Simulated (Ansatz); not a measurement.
```xyz
11

O     1.5400    0.4211   -0.8842
C     0.3370    0.0065   -0.3326
Si   -0.8039    1.4562    0.0222
Si    0.1461   -1.5808    0.6207
S    -0.6109   -1.3345   -1.3089
H     2.1127   -0.3390   -1.0356
H    -0.1004    2.4520    0.8735
H    -1.9813    0.9225    0.7517
H    -1.2335    2.1003   -1.2447
H     1.3772   -2.3918    0.7722
H    -0.7829   -1.7124    1.7656
```

The species carries charge 0 and has multiplicity 1.

(1) List the ωB97M-V/def2-TZVPP orbital energies in eV (Ansatz). (Best estimate.)

Answers

(1) The calculation gave: Occupied: -2426.73, -1807.80, -1806.94, -526.86, -283.70, -220.69, -163.79, -163.73, -163.63, -148.86, -148.03, -103.01, -102.96, -102.94, -102.15, -102.14, -102.13, -32.23, -24.55, -20.47, -17.94, -17.66, -16.03, -14.48, -13.96, -12.97, -12.34, -12.04, -11.99, -10.49, -9.67, -9.20. Lowest empty: 1.05, 1.63, 2.07, 2.61, 2.66, 2.83, 3.34, 3.53.
